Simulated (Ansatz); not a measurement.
The first iterations of a band of BrH + F3H3OW (10 atoms, charge 0, multiplicity 1).

Computed with RKS B3LYP-D4/def2-SVP in Ansatz.

| Quantity | Value |
| --- | --- |
| movable images | 7 |
| climbing image | yes |
| spring | 5.0 eV/Å² |
| optimiser | quadratic models (default) |
| start path | through a guess of the saddle point |
| force threshold | 0.05 eV/Å |
| iteration limit | 60 |
| end points | relaxed |

First end point:

```xyz
10
Properties=species:S:1:pos:R:3
W -0.262 -0.014 -0.076
O -0.410 0.211 1.810
H -0.334 -0.562 2.391
H 1.111 0.650 -0.808
F -0.558 1.842 -0.048
H -1.873 0.128 -0.576
F 0.307 -1.714 0.522
F -0.272 -0.935 -1.709
Br 2.784 1.515 2.135
H 1.390 1.508 2.457
```

Last end point:

```xyz
10
Properties=species:S:1:pos:R:3
W 0.217 0.060 -0.066
O -0.128 0.761 2.070
H -0.823 1.440 2.109
H 0.703 -1.141 1.025
F -1.255 1.251 0.000
H -0.885 -0.995 0.669
F 0.288 -1.456 -1.136
F 0.615 0.828 -1.770
Br 2.493 0.814 0.646
H 0.659 1.067 2.551
```

| iteration | highest image above the first end (eV) | largest band force component (eV/Å) |
| --- | --- | --- |
| 1 | 5.966 | 10.695 |
| 2 | 3.444 | 4.391 |
| 3 | 1.654 | 3.688 |
| 4 | 0.968 | 2.768 |
| 5 | 0.945 | 2.067 |
| 6 | 0.760 | 0.877 |
| 7 | 0.610 | 0.727 |
| 8 | 0.517 | 1.927 |
| 9 | 0.416 | 1.227 |
| 10 | 0.357 | 0.709 |
| 11 | 0.305 | 1.018 |
| 12 | 0.288 | 0.819 |
| 13 | 0.250 | 0.864 |
| 14 | 0.269 | 0.934 |
| 15 | 0.291 | 0.683 |
| 16 | 0.359 | 0.581 |
| 17 | 0.459 | 0.524 |
| 18 | 0.409 | 0.467 |
| 19 | 0.294 | 0.475 |
| 20 | 0.179 | 0.416 |

Problem. Does the band converge within its limit, and where does its top end?

Solution. It did not converge within its limit. It ended after 60 iterations with the highest image 0.834 eV above the first end. The band didn't meet its force threshold, so its energies are provisional: the largest band force was still 2.26 eV/Å, and over the last iterations the top moved between 0.36 and 0.83 eV. Neighbouring images lie up to 2.8 Å apart, so the band is torn or far too coarse. The orbitals stay closed-shell, which can raise the energy where a bond breaks towards radicals; this wasn't checked here.

Run time: 23 min on 4 threads of Arm Neoverse V2 (shared host), peak memory 0.48 GiB.
